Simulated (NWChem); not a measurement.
## Correlation energy of IIn

```xyz
2

In     0.0000     0.0000    -1.4660
I      0.0000     0.0000     1.3554
```
Charge 0, spin multiplicity 1.

The numbers come from NWChem runs, not from measurements. All single points use one geometry, from B3LYP/def2-SVP with def2 effective core potentials on In, I, a minimum by its harmonic frequencies.

Basis set: def2-SVP. Each correlation energy counts from its own Hartree-Fock reference.

| method | correlation energy (mHa) | difference from CCSD(T) |
|---|---|---|
| MP2 | -178.9 | +23.9 |
| SCS-MP2 | -170.1 | +32.7 |
| CR-CCSD[T] | -202.0 | +0.7 |
| CR-CCSD(T) | -201.8 | +1.0 |
| CCSD | -197.0 | +5.8 |
| CCSD+T(CCSD) | -203.1 | -0.3 |
| CCSD(T) | -202.8 | 0.0 |

The values span 33.0 mHa, from CCSD+T(CCSD) (lowest) to SCS-MP2 (highest). 

Effective core potentials replace the inner electrons of In, I; spin-orbit coupling is left out. The correlated methods keep 8 core orbitals frozen. The structure started from a generated list of species. No row is a measurement; the coupled-cluster row has its own basis-set and correlation limits.
